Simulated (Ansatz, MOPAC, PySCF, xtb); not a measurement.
Torsion H3–O1–Pb2–H4 in H2OPb (SMILES [OH][PbH]); at each angle all else is relaxed with GFN2-xTB, and the levels are single points there.
Geometry at 0° (charge 0, multiplicity 1):
```
atom    x (Å)    y (Å)    z (Å)
----  -------  -------  -------
O     -1.1562   0.2423   0.1510
Pb     0.8296   0.9885  -0.0747
H     -1.4065  -0.6227  -0.1590
H      1.5490  -0.4988  -0.9283
```

```
level                                energy at 300° less that at 0° (meV)  cost
-----------------------------------  ------------------------------------  ----
AM1                                                                  12.3     -
PM6                                                                -144.1     -
GFN2-xTB                                                            210.4     -
HF/def2-TZVPP                                                       179.3     -
HF/def2-QZVPP                                                       174.4     -
BLYP-D4/def2-TZVPP                                                  298.1    ×1
PBE0/def2-TZVPP                                                     253.5    ×1
PBE0-D4/def2-TZVPP                                                  253.8    ×1
wB97X-V/def2-TZVPP                                                  237.9    ×4
MP2/def2-TZVPP                                                      271.8     -
SCS-MP2/def2-QZVPP                                                  253.9     -
CCSD(T)/def2-TZVPP                                                  269.0    ×4
CCSD(T)/def2-QZVPP                                                  251.7  ×100
CCSD(T)/CBS(def2-TZVPP, def2-QZVPP)                                 242.7  ×100
```

The rows run from -144.1 (PM6) to 298.1 meV (BLYP-D4/def2-TZVPP). From def2-TZVPP to def2-QZVPP CCSD(T) changes by -17.2. The dispersion term adds 0.3 in PBE0-D4.

On the grid 0° to 330°, 300° is the highest and 0° the lowest point at CCSD(T)/CBS(def2-TZVPP, def2-QZVPP).

Frozen-core correlation. Filled d and f shells under p-block atoms count as core. CBS: X⁻³ extrapolation of the correlation energy, Hartree–Fock from the larger set. The state that AM1, PM6 reach isn't checked.

The values were computed with Ansatz (a program for electronic structure); MOPAC for AM1, PM6 (differences of heats of formation); PySCF for the dispersion terms; xtb for the GFN methods.  In def2 rows elements past Kr take small-core potentials, without spin–orbit coupling.

Costs are rough ratios of core time to PBE/def2-TZVPP (about 2.2 s over the structures, on one shared machine); a dash marks a level with no comparable run of its own.
